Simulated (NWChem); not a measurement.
CH₄BFS; SMILES FB(C)S

```xyz
8

B     -0.0618     0.4021    -0.1044
F     -1.2549     0.9272    -0.3816
C      1.1798     1.3508    -0.0308
H      1.2862     1.8797    -0.9931
H      2.1322     0.8582     0.2040
H      0.9921     2.1310     0.7264
S     -0.0640    -1.3897     0.1527
H      1.2582    -1.5029     0.3918
```
Atoms are numbered in this order, from 1.

Coordinates come from a PBE0/def2-SVP optimisation.

 Unshifted, non-relativistic core excitations; the lowest 4 roots alone, so stronger bands may lie above.

**Question.** List the first F K-edge excitations from PBE/6-311G** (spherical d), restricted-window TDA (NWChem).

**Answer.** 
| state | energy (eV) | dipole oscillator strength | leading excitation (squared amplitude) |
|---|---|---|---|
| S1 | 659.0 | 0.0102 | 1s of atom 2 or its equivalents → LUMO (1.00) |
| S2 | 659.4 | 0.0005 | 1s of atom 2 or its equivalents → LUMO+1 (1.00) |
| S3 | 660.7 | 0.0002 | 1s of atom 2 or its equivalents → LUMO+2 (1.00) |
| S4 | 661.5 | 0.0018 | 1s of atom 2 or its equivalents → LUMO+3 (1.00) |
